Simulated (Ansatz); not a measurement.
Species: 4-bromopyridine, C₅H₄BrN, net charge 0, singlet state. 
Geometry from a B3LYP-D3(BJ)/def2-TZVP (Ansatz, a quantum-chemistry and plane-wave program) optimisation:
SMILES: Brc1ccncc1
```xyz
11

Br     1.7900     0.1470    -0.0104
C     -0.1068    -0.0088     0.0006
C     -0.8974     1.1283    -0.0414
C     -2.2770     0.9532    -0.0310
N     -2.8747    -0.2362     0.0167
C     -2.0904    -1.3119     0.0564
C     -0.7007    -1.2596     0.0507
H     -0.4631     2.1165    -0.0809
H     -2.9282     1.8200    -0.0629
H     -2.5910    -2.2734     0.0950
H     -0.1105    -2.1636     0.0842
```
Charge 0, spin multiplicity 1.

Quantity: atomisation energy (electronic, to ground-state atoms), in kcal/mol. Valence correlation only, unless marked. UHF or UKS for open shells. No spin-orbit coupling. The frozen core is the preceding noble-gas configuration, with the filled d and f shells of earlier blocks. No relativistic terms. The coupled-cluster limit lacks core correlation, which all-electron functionals hold. Basis-set limits of correlation are two-point, X^-3; Hartree-Fock from the larger set. [CCSD(T)-MP2]/basis is that difference in the basis named.

| level | program | atomisation energy (kcal/mol) |
|---|---|---|
| HF/6-31G | Ansatz | 785.8 |
| HF/6-31G* | Ansatz | 844.4 |
| HF/cc-pVDZ | Ansatz | 832.1 |
| PBE/def2-TZVPD | Ansatz | 1257.1 |
| r2SCAN/def2-TZVPD | Ansatz | 1214.4 |
| r2SCAN-D3(BJ)/def2-TZVPD | Ansatz + dftd3 | 1216.6 |
| B3LYP-D4/def2-TZVPD | Ansatz + dftd4 | 1210.0 |
| B3LYP/def2-TZVPD | Ansatz | 1197.3 |
| PBE0-D4/def2-TZVP | Ansatz + dftd4 | 1230.5 |
| r2SCANh-D4/def2-TZVPD | Ansatz + dftd4 | 1205.8 |
| r2SCAN0-D4/def2-TZVPD | Ansatz + dftd4 | 1190.6 |
| HSE06-D4/def2-TZVPD | Ansatz + dftd4 | 1232.1 |
| CAM-B3LYP-D4/def2-TZVPD | Ansatz + dftd4 | 1210.0 |
| B2GP-PLYP/def2-TZVPD | Ansatz | 1193.1 |
| RPA@PBE/cc-pVQZ | Ansatz | 1121.0 |
| MP2/STO-3G | Ansatz | 1144.9 |
| MP2/aug-cc-pVDZ | Ansatz | 1159.0 |
| MP2/cc-pVTZ | Ansatz | 1208.9 |
| SCS-MP2/STO-3G | Ansatz | 1141.1 |
| RI-MP2/CBS(cc-pVTZ,cc-pVQZ)+[CCSD(T)-MP2]/cc-pVDZ | Ansatz | 1202.4 |
| CCSD(T)/CBS(cc-pVTZ,cc-pVQZ) | Ansatz | 1200.7 |

The Hartree-Fock reference is unstable (checked in the largest basis), which strains HF and MP2.
